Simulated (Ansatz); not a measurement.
`FBB([SiH3])Br` + `F[Si](Cl)(Cl)Cl` → `FB[Si](Cl)(Cl)Cl` + `FB([SiH3])Br`  (redistribution)

Computed with Ansatz on PBE0-D4/def2-TZVP structures; ΔE is electronic, products minus reactants. CCSD(T)/CBS adds triple-zeta CCSD(T) − MP2 to the extrapolated MP2 energy (def2 sets, frozen cores). DFT in def2-TZVPP. B3LYP here is the variant with VWN-RPA as its local correlation; programs differ in this. For Br outer-core shells are correlated without core-valence functions, which leaves a few kJ/mol of doubt a bond. Scalar relativity is left out up to krypton. Each species was taken in one conformer, which may not be the lowest.

```tsv
level	ΔE (kJ/mol)	difference from CCSD(T)/CBS
B97M-V	10.6	0.6
PBE0-D4	-0.4	-10.4
B3LYP-D4	0.5	-9.5
r2SCANh-D4	5.1	-4.9
ωB97X-V	3.2	-6.8
B2PLYP	4.1	-5.9
PBE	-7.0	-17.0
revPBE	-7.3	-17.3
BLYP	-5.5	-15.5
B3LYP	0.2	-9.8
r2SCAN0	6.6	-3.4
BHLYP	6.9	-3.1
CAM-B3LYP	3.0	-7.0
RPA@PBE/def2-TZVPP	4.9	-5.1
HF/def2-QZVPP	12.5	2.5
MP2/CBS(def2)	11.5	1.5
CCSD(T)/CBS	10.0	0
```

Largest T1 diagnostic among the species: 0.013.

Leaving LDA and LC-ωPBE aside and taking each functional with its dispersion term where it has one, the values, not all of them listed here, spread over 17.5 kJ/mol, from PBE-D4 to B97M-V. From BLYP to BHLYP (50 % exact exchange), in def2-TZVPP and without D4, ΔE moves by +12.4 kJ/mol. At CCSD(T), def2-SVP lies −29.1 kJ/mol from the extrapolated value and def2-TZVPP −3.1 kJ/mol.
